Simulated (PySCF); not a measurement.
Input for PySCF: R-BP86/6-31G* on C2H8FN (a complex).

```python
from pyscf import gto, scf, dft, mp
from pyscf.data.elements import chemcore

mol = gto.M(
    atom='''
    C     1.24879992    0.49067687    0.01617415
    C    -0.25806237    0.31018133   -0.05882393
    N    -0.69058415   -0.77892282    0.83865741
    H     1.56612525    1.31842611   -0.61915998
    H     1.55863554    0.69694748    1.04084890
    H     1.76829753   -0.40864242   -0.32500417
    H    -0.56765775    0.12930557   -1.09428549
    H    -0.75852119    1.22005284    0.27710873
    H    -1.69413102   -0.91648854    0.78882472
    H    -0.25400431   -1.65553009    0.57155435
    F     0.01747999   -0.03773085    3.21823258
    H    -0.26744645   -0.36675365    2.34658365
    ''',
    basis='6-31g*',
    cart=True,
    charge=0, spin=0, verbose=3, max_memory=1800)
mf = dft.RKS(mol, xc='b88,p86')
mf.conv_tol = 1e-8
mf.max_cycle = 100
mf.kernel()
if not mf.converged:
    mf = mf.newton().run(mf.mo_coeff, mf.mo_occ)
```

Program output:

```
converged SCF energy = -235.606329493156
```

Self-consistency was reached.

Cost: roughly 8 core-seconds.
